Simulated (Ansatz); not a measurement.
Ag2Au4⁺, relaxed as a doublet with UKS PBE-D4/def2-SVP in Ansatz, starting from the GFN1-xTB geometry. Force threshold 0.02 eV/Å.

In the def2 sets Ag, Au take a core potential; there is no spin–orbit coupling. The relaxation made no stability test and no search for a lower SCF solution. No other spin state of charge 1 was run. Another isomer (doublet) lies 0.17 eV lower at PBE0-D4/def2-TZVP; other spin states weren't run for this one.

Start:

```
atom   x (Å)   y (Å)   z (Å)
 Au1  -1.149  -2.574   0.324
 Au2   0.222   2.348  -0.587
 Au3  -0.425  -0.159  -0.105
 Au4  -2.179   1.465  -1.209
 Ag5   1.356  -1.866   1.043
 Ag6   2.175   0.786   0.534
```

```
step  energy (eV)  largest force component (eV/Å)  SCF passes
   1  -22774.6989                           0.733          23
   2  -22774.7442                           0.449          27
   3  -22774.7814                           0.066          24
   4  -22774.7820                           0.011          23
```

Force components are those of the run's own axes.

End:

Cartesian coordinates in Å:
```
Au -1.118 -2.666 0.363
Au 0.241 2.445 -0.608
Au -0.430 -0.166 -0.104
Au -2.193 1.534 -1.235
Ag 1.374 -1.915 1.060
Ag 2.126 0.768 0.524
```

By distances, no bond broke or formed. The bond that changes most is Au2–Au3, from 2.63 to 2.74 Å (atoms count from 1).

No frequencies were taken in this run, so the end may be a saddle point.

It took 20 s on 4 threads of Arm Neoverse V2 on a shared host.
